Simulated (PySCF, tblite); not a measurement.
Compound: C5H9Cl2NSi.
Numbering: `[CH3:1][CH2:2][Si@@H:3]([C:4]#[N:5])[CH2:6][CH:7]([Cl:8])[Cl:9]` (hydrogens: H10, H11, H12 on C1; H13, H14 on C2; H15 on Si3; H16, H17 on C6; H18 on C7)

Geometry (GFN2-xTB, Å), atoms numbered from 1 in this order:
```
atom  x, y, z in Å
C1     2.4504   -0.7281   -0.5706
C2     1.7877    0.5674   -0.1087
Si3    0.1160    0.2870    0.7585
C4    -0.6090    1.9773    1.1060
N5    -1.0638    3.0105    1.2992
C6    -1.1145   -0.5501   -0.4477
C7    -2.5441   -0.2858   -0.0578
Cl8   -2.8440   -0.8296    1.6079
Cl9   -3.6808   -1.1264   -1.1509
H10    2.6267   -1.3931    0.2713
H11    1.8254   -1.2493   -1.2919
H12    3.4083   -0.5186   -1.0424
H13    1.6595    1.2283   -0.9689
H14    2.4605    1.0857    0.5756
H15    0.2250   -0.4280    2.0302
H16   -0.9436   -1.6269   -0.4616
H17   -0.9688   -0.1885   -1.4673
H18   -2.7997    0.7746   -0.0927
```

Theory: PBE0/pcSseg-1 in PySCF (dipole) on a GFN2-xTB geometry, gas phase.

Take the most abundant isotopes and a rigid rotor. The values belong to one conformer with, in the numbering `[CH3:1][CH2:2][Si@@H:3]([C:4]#[N:5])[CH2:6][CH:7]([Cl:8])[Cl:9]`, C1–C2–Si3–C4 -175°, C2–Si3–C6–C7 -156°, Si3–C6–C7–Cl8 -57°.

What are A, B and C (MHz)?

Ia = 407.42, Ib = 892.23, Ic = 1069.03 u·Å²; 505379 MHz·u·Å²/I gives A = 1240, B = 566.4, C = 472.7 MHz.

What kind of rotor is it?

An asymmetric top: κ = (2 × 566.4 − 1240 − 472.7)/(1240 − 472.7) = -0.76.

Is it planar, by Δ = Ic − Ia − Ib?

Not planar: Δ = Ic − Ia − Ib = -230.61 u·Å². For a rigid frame Δ = −2 Σ m c², so Σ m c² = 115.30 u·Å² lies off the ab plane: 9.79 from hydrogen and 105.51 from heavier atoms. The atom farthest from that plane is 1.79 Å away.

Give the other two planar moments, Paa and Pbb, and the rms extents of the mass along the axes.

Paa = Σ m a² = (Ib + Ic − Ia)/2 = 776.92 and Pbb = Σ m b² = (Ia + Ic − Ib)/2 = 292.11 u·Å². With the mass M = 180.99 u, the rms extents √(P/M) along a, b and c are 2.07, 1.27, 0.80 Å.

Predict some low-J microwave lines.

The dipole components are |μa| = 2.60 D, |μb| = 3.66 D, |μc| = 0.72 D. Intensities carry the squares of the components, which stand as 0.50 : 1.00 : 0.04 (a : b : c). Some lines, for components of 0.1 D or more:

```csv
type,branch,"J(Ka,Kc)",MHz,lower level (cm⁻¹)
c,Q,"2(1,2) ← 2(0,2)",589,0.104
c,Q,"1(1,1) ← 1(0,1)",674,0.035
b,Q,"1(1,0) ← 1(0,1)",768,0.035
b,Q,"2(1,1) ← 2(0,2)",870,0.104
a,R,"1(0,1) ← 0(0,0)",1039,0.000
b,R,"2(0,2) ← 1(1,1)",1395,0.057
b,R,"1(1,1) ← 0(0,0)",1713,0.000
c,R,"1(1,0) ← 0(0,0)",1807,0.000
a,R,"2(1,2) ← 1(1,1)",1985,0.057
c,Q,"2(2,1) ← 2(1,1)",2022,0.133
b,Q,"2(2,0) ← 2(1,1)",2031,0.133
a,R,"2(0,2) ← 1(0,1)",2069,0.035
a,R,"2(1,1) ← 1(1,0)",2172,0.060
b,Q,"2(2,1) ← 2(1,2)",2303,0.123
b,R,"2(1,2) ← 1(0,1)",2659,0.035
c,R,"2(1,1) ← 1(0,1)",2940,0.035
b,R,"2(2,1) ← 1(1,0)",4194,0.060
c,R,"2(2,0) ← 1(1,0)",4203,0.060
c,R,"2(2,1) ← 1(1,1)",4288,0.057
b,R,"2(2,0) ← 1(1,1)",4297,0.057
```

Its GFN2-xTB frequencies are all real (lowest 22 cm⁻¹). Constants of a rigid frame at the computed geometry: no zero-point averaging, no centrifugal distortion. A rigid rotor knows nothing of internal rotation, which can split or shift real lines. Quadrupole hyperfine structure (14N, 35Cl) is left out.

On an Arm Neoverse N1 with one thread, no GPU, shared host, this took 87 s wall and 1.1 GiB of memory at its peak. This is the PBE0/pcSseg-1 job that gave the dipole, with the shieldings it also computed.
